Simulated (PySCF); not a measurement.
SMILES [SiH2](C(OC)=O)[SiH2]C=C (C4H10O2Si2) at its GFN2-xTB optimised geometry (Å):

```
18

C      0.2841     0.2595     3.5933
C     -0.8646    -0.2905     3.2320
Si    -1.0178    -1.9870     2.4177
Si    -0.5960    -1.7717     0.1426
C      0.5529    -0.2515     0.0000
O      1.7593    -0.2515     0.0000
O     -0.1819     0.8702     0.0000
C      0.5221     2.1062     0.0149
H      1.2231    -0.2565     3.4720
H      0.3481     1.2470     4.0264
H     -1.7728     0.2839     3.3728
H     -0.0816    -2.9036     3.0837
H     -2.3731    -2.4843     2.6966
H      0.1195    -2.8897    -0.4777
H     -1.7593    -1.4614    -0.6941
H      1.0773     2.2068     0.9497
H     -0.2261     2.8897    -0.0723
H      1.2252     2.1481    -0.8191
```

Level of theory: PySCF with PBE/def2-SVP. Cells within 0.4 Å of a nucleus heavier than hydrogen are left out (blank, or x).

Map of the electrostatic potential (hartree/e), clipped to [-0.08, 0.12] on the plane z = 0.0 Å:

```
|333333444444444444444333333|
|333333444444444444444333333|
|333333444444554444444433333|
|333333444455665544444433333|
|333333444458997655444333333|
|333333344469999986444333333|
|333333334469999998544333333|
|33333333345899xx99543333333|
|33333333334799xx99533333333|
|333333332239999997322222333|
|333333332139xx9995211122223|
|333333322139xx9995200112223|
|333333332239999999950012222|
|33333333334999xx9xx92011222|
|33333333458999xx9xx92011222|
|333333346999999999990011222|
|333333459999999996300011222|
|33333346999xx99952100112222|
|33333345999xx99952111122222|
|333333459999999843222222223|
|333333457999999743222222233|
|333333445799999633322222333|
|333333445566676433333333333|
|333333444444444333333333333|
|333333344444333333333333333|
|333333333333333333333333333|
|333333333333333333333333333|
```
Scale: ten equal steps from -0.070 (start of '0') to 0.120 (end of '9'), in the order '0123456789'; x runs from -5.00 to 5.00, y from -5.00 (bottom) to 5.00 (top).
